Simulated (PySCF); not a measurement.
Al(CF3)(Cl)2 (CAlCl₂F₃), SMILES F[C](F)(F)[Al]([Cl])[Cl].

The structure is a stationary point at PBE0-D3(BJ)/def2-SVP. The structure was generated by enumeration; whether it is a known compound was not checked.

Level of theory: M06-2X/def2-TZVP (PySCF).

Isolated molecule, no solvent.

Computed frontier levels, gap, dipole moment and polarisability:
The highest occupied level is -10.78 eV. The lowest empty level comes out as -1.33 eV, the orbital gap is 9.45 eV and the dipole moment is 0.228 e·Å. The quadrupole, principal values (traceless, Buckingham form, about the centre of nuclear charge) is -5.34, -1.90, 7.24 D·Å, the mean static polarisability is 58.1 bohr³ (8.61 Å³) and the polarisability, principal values comes out as 46.3, 61.2, 66.8 bohr³.
